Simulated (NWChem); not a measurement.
System: ZnOH, doublet; SMILES [OH][Zn]

Here is an NWChem input.

```
start job
memory heap 200 mb stack 900 mb global 1100 mb
geometry units angstroms noautosym nocenter noautoz
  Zn     0.038945    -0.384102     0.000000
  O     -0.134955     1.424579     0.000000
  H      0.723722     1.865575     0.000000
end
basis spherical
  * library def2-tzvp
end
dft
  odft
  mult 2
  xc hfexch
  iterations 150
end
property
  efieldgrad
end
task dft property
```

Excerpt of the output:

```
             Northwest Computational Chemistry Package (NWChem) 7.3.0
             --------------------------------------------------------

                             Geometry "geometry" -> ""
                             -------------------------

 Output coordinates in angstroms (scale by  1.889725989 to convert to a.u.)

  No.       Tag          Charge          X              Y              Z
 ---- ---------------- ---------- -------------- -------------- --------------
    1 Zn                  30.0000     0.03894500    -0.38410200     0.00000000
    2 O                    8.0000    -0.13495500     1.42457900     0.00000000
    3 H                    1.0000     0.72372200     1.86557500     0.00000000

 Effective nuclear repulsion energy (a.u.)      81.0324833659

  xc_inp: hfexch multiplicative factor not found.
                              NWChem Property Module
                              ----------------------

  itol2e modified to match energy
  convergence criterion.

                                 NWChem DFT Module
                                 -----------------

 Summary of "ao basis" -> "ao basis" (spherical)
 ------------------------------------------------------------------------------
       Tag                 Description            Shells   Functions and Types
 ---------------- ------------------------------  ------  ---------------------
 Zn                        def2-tzvp                16       48   6s5p4d1f
 O                         def2-tzvp                11       31   5s3p2d1f
 H                         def2-tzvp                 4        6   3s1p

  itol2e modified to match energy
  convergence criterion.

            General Information
            -------------------
          SCF calculation type: DFT
          Wavefunction type:  spin polarized.
          No. of atoms     :     3
          No. of electrons :    39
           Alpha electrons :    20
            Beta electrons :    19
          Charge           :     0
          Spin multiplicity:     2
          Use of symmetry is: off; symmetry adaption is: off
          Maximum number of iterations: 150
          AO basis - number of functions:    85
                     number of shells:    31
          Convergence on energy requested:  1.00D-07
          Convergence on density requested:  1.00D-05
          Convergence on gradient requested:  5.00D-04

              XC Information
              --------------
                     Hartree-Fock (Exact) Exchange  1.000

      Superposition of Atomic Density Guess
      -------------------------------------

 Sum of atomic energies:       -1853.09117630

      Non-variational initial energy
      ------------------------------

 Total energy =   -1853.254674
 1-e energy   =   -2749.049356
 2-e energy   =     814.762198
 HOMO         =      -0.199557
 LUMO         =       0.062007

   convergence    iter        energy       DeltaE   RMS-Dens  Diis-err
 ---------------- ----- ----------------- --------- --------- ---------
 d= 0,ls=0.0,diis     1  -1853.1812408174 -1.93D+03  4.49D-03  1.75D-01
                                                     3.02D-03  1.72D-01
 d= 0,ls=0.0,diis     2  -1853.2219958143 -4.08D-02  1.45D-03  1.27D-01
                                                     1.38D-03  1.19D-01
 d= 0,ls=0.0,diis     3  -1853.2658103272 -4.38D-02  9.65D-04  1.74D-03
                                                     3.50D-04  1.40D-03
 d= 0,ls=0.0,diis     4  -1853.2681302372 -2.32D-03  4.33D-04  6.93D-04
                                                     1.68D-04  3.86D-04
 d= 0,ls=0.0,diis     5  -1853.2687069910 -5.77D-04  2.76D-04  1.37D-04
                                                     1.34D-04  1.89D-04
  Resetting Diis
 d= 0,ls=0.0,diis     6  -1853.2689106461 -2.04D-04  1.09D-04  2.15D-05
                                                     9.07D-05  2.15D-05
 d= 0,ls=0.0,diis     7  -1853.2689621966 -5.16D-05  1.90D-05  4.00D-06
                                                     2.74D-05  6.08D-06
 d= 0,ls=0.0,diis     8  -1853.2689704116 -8.21D-06  3.09D-05  2.25D-06
                                                     4.46D-05  3.24D-06
 d= 0,ls=0.0,diis     9  -1853.2689787040 -8.29D-06  1.77D-05  1.26D-06
                                                     2.71D-05  1.48D-06
 d= 0,ls=0.0,diis    10  -1853.2689807523 -2.05D-06  4.59D-06  8.51D-08
                                                     6.44D-06  9.98D-08
 d= 0,ls=0.0,diis    11  -1853.2689809579 -2.06D-07  4.29D-06  4.10D-08
                                                     4.25D-06  2.34D-08
 d= 0,ls=0.0,diis    12  -1853.2689810432 -8.53D-08  8.77D-07  1.88D-09
                                                     1.12D-06  1.05D-08

         Total DFT energy =    -1853.268981043219
      One electron energy =    -2749.800802560023
           Coulomb energy =      893.826151600216
    Exchange-Corr. energy =      -78.326813449285
 Nuclear repulsion energy =       81.032483365874

 Numeric. integr. density =        0.000000000000

                    DFT Final Alpha Molecular Orbital Analysis
                    ------------------------------------------

 Vector   18  Occ=1.000000D+00  E=-4.851271D-01
              MO Center= -8.1D-02,  1.3D+00, -1.8D-15, r^2= 1.1D+00
   Bfn.  Coefficient  Atom+Function         Bfn.  Coefficient  Atom+Function
  ----- ------------  ---------------      ----- ------------  ---------------
    55      0.310516  2 O  py                58      0.292524  2 O  py
    54     -0.266904  2 O  px                 5     -0.238972  1 Zn s
    57     -0.236586  2 O  px                61      0.205587  2 O  py
    60     -0.166486  2 O  px                 4      0.104244  1 Zn s
    53      0.094228  2 O  s                 52      0.090204  2 O  s

 Vector   19  Occ=1.000000D+00  E=-4.455276D-01
              MO Center= -1.1D-01,  1.4D+00,  8.5D-16, r^2= 8.3D-01
   Bfn.  Coefficient  Atom+Function         Bfn.  Coefficient  Atom+Function
  ----- ------------  ---------------      ----- ------------  ---------------
    56      0.441135  2 O  pz                59      0.400358  2 O  pz
    62      0.317743  2 O  pz                23     -0.080323  1 Zn d -1
    18      0.074302  1 Zn pz                28     -0.050314  1 Zn d -1
    12     -0.039966  1 Zn pz                21      0.037979  1 Zn pz

[...]

          -----------------------
          Electric field gradient
          -----------------------

 1 a.u. = 0.324123 10**(16) esu/cm**3  ( or statvolts/cm**2 ) = 0.97174 10**(22) v/m**2

 ------------------------------------------------------------
   Atom      X         Y         Z
 ------------------------------------------------------------
    1 Zn   0.07360  -0.72585   0.00000
 ------------------------------------------------------------

 Electric field gradient in molecular frame (a.u.)
         XX             YY             ZZ             XY             XZ             YZ
 ------------------------------------------------------------------------------------------
       -1.268260       2.286091      -1.017831      -0.206753      -0.000000      -0.000000

 Principal components (a.u.) and orientation
 of principal axis w.r.t. absolute frame                      Asymmetry parameter eta
 --------------------------------------------------------------------------------------
        2.298077      -1.280246      -1.017831                       0.114189

       -0.057876       0.998324      -0.000000
        0.998324       0.057876      -0.000000
        0.000000       0.000000       1.000000

 ------------------------------------------------------------
   Atom      X         Y         Z
 ------------------------------------------------------------
    2 O   -0.25503   2.69206   0.00000
 ------------------------------------------------------------

 Electric field gradient in molecular frame (a.u.)
         XX             YY             ZZ             XY             XZ             YZ
 ------------------------------------------------------------------------------------------
       -0.839726      -0.289328       1.129054      -0.830436       0.000000       0.000000

 Principal components (a.u.) and orientation
 of principal axis w.r.t. absolute frame                      Asymmetry parameter eta
 --------------------------------------------------------------------------------------
       -1.439375       1.129054       0.310321                       0.568812

        0.810730       0.000000      -0.585420
        0.585420       0.000000       0.810730
        0.000000       1.000000       0.000000

 ------------------------------------------------------------
   Atom      X         Y         Z
 ------------------------------------------------------------
    3 H    1.36764   3.52543   0.00000
 ------------------------------------------------------------

 Electric field gradient in molecular frame (a.u.)
         XX             YY             ZZ             XY             XZ             YZ
 ------------------------------------------------------------------------------------------
       -0.339924       0.078004       0.261919      -0.302243      -0.000000      -0.000000

 Principal components (a.u.) and orientation
 of principal axis w.r.t. absolute frame                      Asymmetry parameter eta
 --------------------------------------------------------------------------------------
       -0.498406       0.261919       0.236486                       0.051029

        0.885633       0.000000      -0.464385
        0.464385       0.000000       0.885633
        0.000000       1.000000       0.000000
```

Level: UHF/def2-TZVP. In the optimisation the excess spin sits in a' (Cs, its own frame). Coordinates come from a PBE0/def2-SVP, spin-unrestricted optimisation. This spin state was assumed; another may lie lower. No stability test was run on the SCF state. NWChem prints the field gradient with the sign opposite to the second derivative of the potential.
